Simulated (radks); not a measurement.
Dipole-allowed excitations along the series with 36 electrons in [Kr]. Calculated with a radial shooting solver on a logarithmic mesh with Libxc functionals: scalar-relativistic Kohn-Sham, LDA (Slater exchange, VWN5 correlation), spin-polarised, spherical densities, finite nucleus; Fermi nuclear charge, rms radius of each element as measured or else 0.836 A^(1/3) + 0.57 fm. Time-dependent linear response with the Hartree and adiabatic LDA kernel, continuum included through the Sternheimer equations, no spin-orbit coupling, so fine structure and intercombination lines are absent. Lines are the poles of the dipole polarisability below minus the highest occupied eigenvalue, found on a grid refined at the orbital gaps; the lowest seven at most are given, and weak or close lines can be missed. The first line takes the name of the lowest orbital gap if no other gap lies below it; otherwise a line is named after a gap within 0.6 % of it, if that gap stands alone.

| species | -e(HOMO) (eV) | lowest orbital gap (eV) | first line (eV) | f | static alpha (bohr^3) |
|---|---|---|---|---|---|
| Ce22+ | 739.81 | 4p-4d 108.54 | 133.23 (4p-4d) | 3.78 | 0.1785 |
| Pr23+ | 794.24 | 4p-4d 113.17 | 138.65 (4p-4d) | 3.71 | 0.1618 |
| Nd24+ | 850.50 | 4p-4d 117.89 | 144.15 (4p-4d) | 3.64 | 0.1470 |
| Pm25+ | 908.59 | 4p-4d 122.68 | 149.73 (4p-4d) | 3.58 | 0.1340 |
